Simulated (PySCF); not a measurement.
Molecule: sum formula H6Si3O2Cl2, net charge 0, singlet state. SMILES: [SiH3]O[Si](Cl)(Cl)O[SiH3]
Geometry from a B3LYP-D3(BJ)/def2-TZVP (Ansatz) optimisation:
```xyz
13

Si     2.8412     0.9557     0.7689
O      1.2214     0.6463     0.7185
Si     0.0065    -0.0405    -0.0695
Cl    -0.1541     0.7723    -1.9418
Cl     0.3579    -2.0472    -0.2740
O     -1.3553     0.1927     0.7426
Si    -2.9864    -0.0473     0.8079
H      3.2403     1.6888    -0.4510
H      3.0946     1.7784     1.9677
H      3.5825    -0.3201     0.8555
H     -3.4725     0.5733     2.0557
H     -3.6241     0.5885    -0.3641
H     -3.2704    -1.4978     0.8113
```
Charge 0, spin multiplicity 1.

Dispersion corrections to the total energy (kcal/mol) from the dftd3 and dftd4 libraries through PySCF: D3(BJ) without and D4 with the three-body term, each with the damping fitted for the functional named.

```json
[
 {"functional": "LC-wPBE", "D3(BJ)": "-10.36", "D4": "-11.96"},
 {"functional": "CAM-B3LYP", "D3(BJ)": "-9.14", "D4": "-9.64"},
 {"functional": "BP86", "D3(BJ)": "(withheld)", "D4": "-15.23"},
 {"functional": "PW6B95", "D3(BJ)": "(withheld)", "D4": "-8.37"},
 {"functional": "BHLYP", "D3(BJ)": "-14.81", "D4": "-14.44"},
 {"functional": "revPBE", "D3(BJ)": "-21.85", "D4": "-27.25"},
 {"functional": "B2PLYP", "D3(BJ)": "(withheld)", "D4": "-7.54"}
]
```

**Question.** Fill in the missing entries.

**Answer.** 
- BP86, D3(BJ): -17.70
- PW6B95, D3(BJ): -6.39
- B2PLYP, D3(BJ): -9.01
